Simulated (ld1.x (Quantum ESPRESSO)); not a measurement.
bromine, TM: configuration errors across variants

- Element: Br (Z = 35)
- Generator: ld1.x (Quantum ESPRESSO) 7.5
- Type: norm-conserving Troullier–Martins (Kleinman–Bylander form)
- Functional: PBE
- Relativity: scalar-relativistic
- Frozen core: [Ne]
- Valence charge: 25
- Reference configuration: 3s2 3p6 3d10 4s2 4p5
- Partial waves: 3p (bound): rc 0.70 bohr; 3d (bound): rc 0.80 bohr; 3s (bound): rc 0.55 bohr
- Local potential: the s channel
- Core correction: none

Occupied shells without a wave of their own: 4p, 4s. They enter only through the test configuration that unscreens the potential.

All-electron excitation energies from the reference (eV): (1) 3s2 3p6 3d10 4s2 4p4 12.554; (2) 3s2 3p6 3d10 4s2 4p3 35.314; (3) 3s2 3p6 3d10 4s2 4p2 69.297; (4) 3s2 3p6 3d9 4s2 4p6 64.311; (5) 3s1 3p6 3d10 4s2 4p5 250.255; (6) 3s2 3p5 3d10 4s2 4p5 185.460; (7) 3s2 3p6 3d9 4s2 4p5 78.443.

For the base: The 4p, 4s levels have no wave, so the channel is fitted at the deeper level alone: the likely source of the large errors.

Errors AE − PS in meV (a dash: test not solved or not reliable):

| change | (1) | (2) | (3) | (4) | (5) | (6) | (7) | bound ghosts |
| --- | --- | --- | --- | --- | --- | --- | --- | --- |
| base | -76 | -187 | -334 | +143 | -90 | -67 | +59 | none |
| wave 3p (bound): rc 0.70 bohr becomes 3p (bound): rc 0.48 bohr | -54 | -135 | -242 | +112 | -96 | -69 | +52 | none |
| wave 3p (bound): rc 0.70 bohr becomes 3p (bound): rc 0.54 bohr | -51 | -127 | -228 | +107 | -97 | -73 | +51 | none |
| wave 3p (bound): rc 0.70 bohr becomes 3p (bound): rc 0.60 bohr | -56 | -137 | -246 | +114 | -96 | -71 | +52 | none |
| wave 3p (bound): rc 0.70 bohr becomes 3p (bound): rc 0.68 bohr | -71 | -176 | -314 | +137 | -91 | -67 | +58 | none |
| wave 3p (bound): rc 0.70 bohr becomes 3p (bound): rc 0.76 bohr | -91 | -223 | -398 | +164 | -85 | -66 | +64 | none |
| wave 3p (bound): rc 0.70 bohr becomes 3p (bound): rc 0.80 bohr | -100 | -246 | -439 | +178 | -82 | -66 | +67 | none |
| wave 3p (bound): rc 0.70 bohr becomes 3p (bound): rc 0.96 bohr | -81 | -199 | -357 | +152 | -87 | -61 | +62 | none |
| wave 3p (bound): rc 0.70 bohr becomes 3p (bound): rc 1.04 bohr | -16 | -42 | -77 | +67 | -101 | -51 | +49 | none |

(1) Give the same row for: wave 3p (bound): rc 0.70 bohr becomes 3p (bound): rc 0.90 bohr.

## Answers

(1) -106, -260, -464, +186, -80, -65, +68; bound ghosts: none.
